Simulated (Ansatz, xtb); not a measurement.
Reaction (SMILES): [SiH2]1[SiH2][SiH2][SiH2]1 + 4 [H][H] (H2) -> 4 [SiH4] (SiH4)
Each molecule is optimised on its own at B3LYP-D3(BJ)/def2-TZVP (Ansatz, a first-principles code), one conformer each, not searched for the lowest.
Geometry of the first species:
SMILES: [SiH2]1[SiH2][SiH2][SiH2]1
```xyz
12

Si     0.3520     0.4396     1.5510
Si     1.5059     0.4417    -0.5098
Si    -0.5752     0.0254    -1.5464
Si    -1.2827    -0.9067     0.5052
H      1.0350    -0.0544     2.7713
H     -0.2041     1.7910     1.8184
H      2.3671    -0.7650    -0.6063
H      2.2946     1.6338    -0.9053
H     -0.6266    -0.7967    -2.7797
H     -1.2835     1.3088    -1.7876
H     -0.8794    -2.3348     0.5755
H     -2.7031    -0.7827     0.9138
```

Property: energy of full hydrogenation (electronic energy difference), in kJ/mol. Correlated levels leave the core frozen unless marked. No spin-orbit coupling. Non-relativistic. Basis-set limits of correlation are two-point, X^-3; Hartree-Fock from the larger set.

```
level     program  energy of full hydrogenation (kJ/mol)
--------  -------  -------------------------------------
GFN1-xTB      xtb                                 -642.4
```

Problem. Predict the CCSD(T)/CBS(cc-pV(T+d)Z,cc-pV(Q+d)Z) result (Ansatz).

Solution. -112.8 kJ/mol
